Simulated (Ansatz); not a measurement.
MgBr2. Total charge 0; singlet. Geometry r2SCAN-D4/def2-TZVP, basis def2-TZVP, Ansatz.

Cartesian coordinates in Å:
```
Mg -0.012 0.007 -0.004
Br 1.277 1.492 -1.240
Br -1.265 -1.499 1.243
```

```csv
run,HOMO (eV),LUMO (eV)
A,-8.47,-1.87
B,-10.68,-0.44
C,-9.79,-1.11
D,-9.56,-1.27
E,-7.39,-2.86
F,-7.54,-2.13
```

The runs used BHLYP, CAM-B3LYP, LDA (SPW92), PBE0, r2SCAN, ωB97M-V. Estimate which is which.

A PBE0 (25 % exact exchange); B ωB97M-V (range-separated); C CAM-B3LYP (range-separated); D BHLYP (50 % exact exchange); E LDA (SPW92) (0 % exact exchange); F r2SCAN (0 % exact exchange). Exact exchange lowers occupied and raises empty levels; among semilocal functionals meta-GGAs tend to open the gap a little, and such runs are hard to tell apart. The gap grows from 4.52 eV (LDA (SPW92)) to 10.24 eV (ωB97M-V).
